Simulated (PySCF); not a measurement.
C₄H₇O₂, SMILES [CH]1COCCO1, multiplicity 2.

Geometry optimised at PBE-D3(BJ)/def2-SVP. The isomer is the one that the SMILES or the coordinates give; other isomers of the formula were not compared. One conformer was computed; it need not be the lowest.

Method: PySCF with PBE/def2-TZVP.

Gas-phase values at a fixed geometry.

Computed frontier levels, dipole moment and polarisability:
The α spin, highest occupied and lowest empty level is -3.78 and 0.62 eV and the β spin, highest occupied and lowest empty level is -5.90 and -2.07 eV. The dipole moment is 0.90 D, the quadrupole, principal values (traceless, Buckingham form, about the centre of nuclear charge) is -7.14, -1.45, 8.59 D·Å and the mean static polarisability comes out as 57.6 bohr³ (8.53 Å³). The polarisability, principal values is 49.0, 56.5, 67.3 bohr³ and the ⟨S²⟩ is 0.753 (pure state 0.75).
